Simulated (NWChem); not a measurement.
# Correlation energy of disilazane (H$_{7}$NSi$_{2}$)

```
N
H 1 1.0261
Si 1 1.7548 2 115.15
Si 1 1.7548 2 115.15 3 -171.91
H 3 1.5022 1 107.33 2 168.94
H 4 1.5022 1 107.33 2 -168.94
H 3 1.5067 5 110.05 1 119.84
H 4 1.5067 6 110.05 1 -119.84
H 3 1.5102 5 108.38 7 116.75
H 4 1.5102 6 108.38 8 -116.75
```
Charge 0, spin multiplicity 1.

Everything below was run with NWChem. Structure: optimised with PBE/def2-SVP, a minimum by its harmonic frequencies.

Basis set: 6-31G*. Each correlation energy counts from its own Hartree-Fock reference.

The correlated methods keep 11 core orbitals frozen. The Pople sets run with spherical d functions. No row is a measurement; the coupled-cluster row has its own basis-set and correlation limits.

**Question.** For the correlation energy, CR-CCSD(T) gives -372.8 mHa and CCSD gives -366.0 mHa. What do CCSD+T(CCSD), SCS-MP2, CCSD(T) give?

**Answer.** CCSD+T(CCSD): -375.0 mHa; SCS-MP2: -326.9 mHa; CCSD(T): -374.6 mHa.
